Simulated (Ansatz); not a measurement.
Ideal-gas functions of CHClGeNO (`O=C=[N][GeH][Cl]`) radical at 298.15 K and 1 bar, from an Ansatz frequency run at PBE0-D4/def2-TZVP.

Molar mass 151.09 g/mol, point group C1 (symmetry number 1), electronic degeneracy 2, moments of inertia 108.462, 341.84, 440.973 u Å². Harmonic wavenumbers (cm⁻¹, unscaled): 36, 106, 193, 415, 501, 600, 639, 669, 683, 1445, 2060, 2356.

Use S(trans) = R[1.5 ln M + 2.5 ln T − 1.1517]; rotational temperatures θ = 24.2544 K / I; S(rot) = R[ln(√π/σ · √(T³/θAθBθC)) + 1.5]; for each mode x = 1.438777 ν̃/T, S = R[x/(eˣ − 1) − ln(1 − e⁻ˣ)] and H = RT x/(eˣ − 1); 1 cm⁻¹ = 0.0119627 kJ/mol; R = 8.31446 J/(mol·K).

**Question.** By hand: the entropy, in J/(mol·K).

**Answer.** Translation 171.4. Rotation: θ = 0.2236, 0.071, 0.055 K, giving 117.6. Vibration, mode by mode: 22.88, 13.98, 9.20, 3.80, 2.74, 1.88, 1.62, 1.44, 1.37, 0.06, 0.00, 0.00, in all 59.0. Electronic 5.8. Sum 353.8 J/(mol·K).

**Question.** By hand: H − E and G − E in kJ/mol, counted from the electronic energy.

**Answer.** Zero-point energy ½ × 9703 × 0.0119627 = 58.0; thermal vibration 8.5; translation, rotation and pV give 4 RT = 9.9. H − E = 76.4 kJ/mol, and G − E = 76.4 − 298.15 × 353.8/1000 = -29.1 kJ/mol.

Vibration gives 17 % of the entropy, 36.9 J/(mol·K) of it from the modes under 150 cm⁻¹: soft modes count most, and the harmonic formula is weakest for them. The sum counts one conformer and one mirror image; others add a mixing term.
